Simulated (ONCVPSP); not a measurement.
## u(r) = r·R(r): atom against pseudo-atom (platinum)

Columns: radius, all-electron u(r) and pseudo u(r) of the 6p shell (level -1.82 eV) of platinum in the configuration [Xe] 4f14 5d9 6p1; PBEsol, scalar-relativistic, ONCV scheme, ONCVPSP 4.0.1.

```json
{"r (bohr)": "0.175", "all-electron": "-0.0543", "pseudo": "0.0027"}
{"r (bohr)": "0.350", "all-electron": "0.1175", "pseudo": "0.0107"}
{"r (bohr)": "0.525", "all-electron": "-0.0108", "pseudo": "0.0236"}
{"r (bohr)": "0.700", "all-electron": "-0.1531", "pseudo": "0.0413"}
{"r (bohr)": "0.875", "all-electron": "-0.1942", "pseudo": "0.0642"}
{"r (bohr)": "1.050", "all-electron": "-0.1539", "pseudo": "0.0929"}
{"r (bohr)": "1.225", "all-electron": "-0.0718", "pseudo": "0.1270"}
{"r (bohr)": "1.400", "all-electron": "0.0239", "pseudo": "0.1654"}
{"r (bohr)": "1.575", "all-electron": "0.1174", "pseudo": "0.2064"}
{"r (bohr)": "1.750", "all-electron": "0.2015", "pseudo": "0.2487"}
{"r (bohr)": "1.925", "all-electron": "0.2735", "pseudo": "0.2915"}
{"r (bohr)": "2.100", "all-electron": "0.3332", "pseudo": "0.3342"}
{"r (bohr)": "2.275", "all-electron": "0.3812", "pseudo": "0.3755"}
{"r (bohr)": "2.450", "all-electron": "0.4189", "pseudo": "0.4131"}
{"r (bohr)": "2.625", "all-electron": "0.4475", "pseudo": "0.4442"}
{"r (bohr)": "2.800", "all-electron": "0.4684", "pseudo": "0.4673"}
{"r (bohr)": "2.975", "all-electron": "0.4826", "pseudo": "0.4825"}
{"r (bohr)": "3.150", "all-electron": "0.4914", "pseudo": "0.4914"}
{"r (bohr)": "3.325", "all-electron": "0.4956", "pseudo": "0.4955"}
{"r (bohr)": "3.500", "all-electron": "0.4959", "pseudo": "0.4959"}
{"r (bohr)": "3.675", "all-electron": "0.4931", "pseudo": "0.4931"}
{"r (bohr)": "3.850", "all-electron": "0.4878", "pseudo": "0.4878"}
{"r (bohr)": "4.025", "all-electron": "0.4803", "pseudo": "0.4803"}
{"r (bohr)": "4.200", "all-electron": "0.4712", "pseudo": "0.4712"}
{"r (bohr)": "4.375", "all-electron": "0.4607", "pseudo": "0.4607"}
{"r (bohr)": "4.550", "all-electron": "0.4491", "pseudo": "0.4491"}
```

How many radial nodes do the two functions have?

The all-electron 6p function has n − l − 1 = 4 (the table is too coarse to show those close to the nucleus); the pseudo-wave has 0, since the states of the same l below it are removed with the core.

At about which radius was the pseudo-wave matched?

3.20 bohr. The columns agree to 0.0005 from 2.98 bohr on; several derivatives are matched, so the curves merge somewhat inside the radius.

Where does each function peak?

Outermost all-electron maximum near 3.50 bohr, pseudo maximum near 3.50 bohr (to the table’s step).

Is the pseudo-wave norm-conserving?

Yes: the ONCV scheme keeps the norm inside the radius equal to the all-electron one, which fixes the energy derivative of the logarithmic derivative at the level.
